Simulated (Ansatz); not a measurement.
```xyz
12

C    -0.135    3.038   -1.212
C     0.068    1.890   -0.865
Hf    0.371   -0.166   -0.198
O     1.921   -0.858   -1.026
C     0.640   -0.214    1.968
C     0.752   -0.225    3.178
C    -1.344   -1.392   -0.763
C    -2.324   -2.050   -1.055
H    -0.314    4.045   -1.515
H     2.702   -1.207   -1.443
H     0.848   -0.233    4.241
H    -3.185   -2.627   -1.310
```

Charge 0, multiplicity 1. Hf: def2 effective core potential.

(1) List the B3LYP/def2-TZVPP orbital energies in eV (the Gaussian-basis code of Ansatz). (Estimate.)

Answers

(1) The calculation gave: Occupied: -521.00, -277.01, -277.01, -277.01, -276.20, -276.20, -276.20, -67.82, -36.68, -36.22, -36.22, -26.84, -20.19, -20.15, -20.15, -14.82, -14.73, -14.73, -14.42, -10.77, -10.20, -10.20, -9.70, -9.70, -8.13, -8.13, -8.03, -7.81, -7.81, -7.71. Lowest empty: -2.06, -2.06, -1.42, -0.62, -0.62, 0.08, 1.16, 1.41.

B3LYP here is the variant with VWN-RPA as its local correlation; programs differ in this.
